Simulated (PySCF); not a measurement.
# How methods differ on the ionisation energy of Sm³⁹⁺

Sm³⁹⁺ [Ar] 3d5 (6S) → Sm⁴⁰⁺ [Ar] 3d4 (5D), as a difference of total energies. All numbers are calculated (PySCF 2.14, scalar relativity by spin-free X2C-1e, in an even-tempered Gaussian basis (18 s from 6.9 bohr⁻², ratio 2.5; 12 p from 9 bohr⁻², ratio 2.5; 8 d from 9 bohr⁻², ratio 2.5; 4 f from 36 bohr⁻², ratio 2.7; 3 g from 54 bohr⁻², ratio 2.7)). Correlated levels: outer shells: [Ne] frozen; virtual orbitals above 40 to 60 times the deepest correlated orbital energy dropped. The calculations carry no spin-orbit coupling.

| method | ionisation energy (eV) |
| --- | --- |
| UHF | 2916.7 |
| LDA | 2913.9 |
| PBE | 2913.4 |
| PBE0 | 2914.7 |
| r2SCAN | 2915.3 |
| PW91 | 2913.7 |
| M06-L | 2916.8 |
| MP2 (outer shells) | 2917.1 |
| SCS-MP2 (outer shells) | 2916.5 |

Spin-orbit coupling is strong in these open shells (close to jj coupling). The scalar numbers leave it out and a first-order estimate fails, so it can dominate the gap to the real levels.

Breit and QED terms and the two-electron picture change are absent.

For comparison: 2887 ± 4 eV (theoretical estimate listed by NIST; NIST Atomic Spectra Database, ionization energies).
